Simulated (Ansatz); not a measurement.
`C#CB(O)F` + `F[Si]([SiH3])([SiH3])Cl` → `C#CB(F)F` + `O[Si]([SiH3])([SiH3])Cl` at 600 K and 1 bar (redistribution).

Program: Ansatz. Geometries: PBE0-D4/def2-TZVP. ΔE: electronic, gas phase. CBS: MP2 limit from def2 TZ/QZ plus the TZ coupled-cluster correction, frozen cores. Each species was taken in one conformer, which may not be the lowest.

```
                  species  CCSD(T)/CBS energy (Eh)  H − E (kJ/mol)  S (J/(mol·K))
               `C#CB(O)F`               -277.13346           154.0          368.8
`F[Si]([SiH3])([SiH3])Cl`              -1430.51902           222.6          524.0
               `C#CB(F)F`               -301.15247           117.8          353.9
`O[Si]([SiH3])([SiH3])Cl`              -1406.48895           257.6          539.8
```

H − E and S are ideal-gas, rigid-rotor, harmonic terms from PBE0-D4/def2-TZVP, for one conformer and one mirror image of each species. 1 Eh = 2625.50 kJ/mol, R = 8.31446 J/(mol·K).

**Question.** By hand: ΔE, ΔH, ΔS and ΔG.

**Answer.** ΔE = (-301.15247) + (-1406.48895) − (-277.13346) − (-1430.51902) = 0.01106 Eh = 29.0 kJ/mol. Δ(H − E) = 117.8 + 257.6 − 154.0 − 222.6 = -1.2, so ΔH = 27.8 kJ/mol. ΔS = 353.9 + 539.8 − 368.8 − 524.0 = 0.9 J/(mol·K). ΔG = 27.8 − 600 × (0.9)/1000 = 27.3 kJ/mol.

**Question.** By hand: the equilibrium constant, and the temperature at which ΔG would vanish if ΔH and ΔS stayed fixed.

**Answer.** log₁₀ K = −ΔG/(RT ln 10) = -2.4. ΔG = 0 at ΔH/ΔS = 30889 K, far beyond where these terms or the molecules hold.

The number of gas molecules stays the same, so ΔS is small and ΔH decides. A doubt of 5 kJ/mol in ΔE shifts log₁₀ K by 0.4 here. Other conformers and mirror images would add mixing entropy, several J/(mol·K) or more a flexible species. These are equilibria of isolated gas molecules and say nothing of rates. Largest T1 diagnostic: 0.014 (customary marks: 0.02 for closed shells, 0.045 for open ones).
